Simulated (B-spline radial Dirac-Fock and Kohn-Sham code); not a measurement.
## Auger decay of the 1s hole in Yb³⁺

System: the Yb³⁺ ion, configuration [Xe] 4f13.

These are calculated numbers from a radial B-spline solver; the model is independent-particle radiative and Coulomb Auger rates from relativistic LDA hole-state orbitals, with Dirac-Fock energies. Kinetic energies are configuration averages from the vacuum level; the two-hole energies are estimated from single-hole states. The rates lack the Breit term, which in heavy atoms raises K-L1L1 and K-L1L2.

| transition | kinetic energy (eV) | width (meV) | share (%) |
| --- | --- | --- | --- |
| K-L1L1 | 40102.4 | 111 | 7.5 |
| K-L1L2 | 40626.5 | 153 | 10.3 |
| K-L2L2 | 41079.5 | 17.6 | 1.2 |
| K-L1L3 | 41673.9 | 152 | 10.2 |
| K-L2L3 | 42146.6 | 359 | 24.1 |
| K-L3L3 | 43191.4 | 152 | 10.2 |
| K-L1M1 | 48319.8 | 43.1 | 2.9 |
| K-L1M2 | 48535.6 | 33.0 | 2.2 |
| K-L1M3 | 48764.4 | 33.3 | 2.2 |
| K-L2M1 | 48829.1 | 24.2 | 1.6 |
| K-L2M3 | 49276.1 | 66.0 | 4.4 |
| K-L2M5 | 49696.6 | 8.60 | 0.6 |
| K-L3M1 | 49865.9 | 23.7 | 1.6 |
| K-L3M2 | 50084.1 | 61.4 | 4.1 |
| K-L1N1 | 50270.8 | 10.3 | 0.7 |
| K-L3M3 | 50316.0 | 56.8 | 3.8 |
| K-L1N2 | 50361.6 | 7.66 | 0.5 |
| K-L1N3 | 50413.6 | 7.61 | 0.5 |
| K-L3M4 | 50682.5 | 12.2 | 0.8 |
| K-L3M5 | 50735.7 | 9.45 | 0.6 |
| K-L2N3 | 50928.9 | 14.5 | 1.0 |
| K-L3N2 | 51912.3 | 13.6 | 0.9 |
| K-L3N3 | 51964.9 | 12.5 | 0.8 |
| K-M2M3 | 57103.4 | 11.5 | 0.8 |

The listed channels hold 94 % of the non-radiative rate. Summed by principal shells, of 1.49 eV in all: KLL 63.4 %, KLM 26.0 %, KLN 5.9 %, KMM 2.5 %, KMN 1.1 %, KLO 0.8 %.
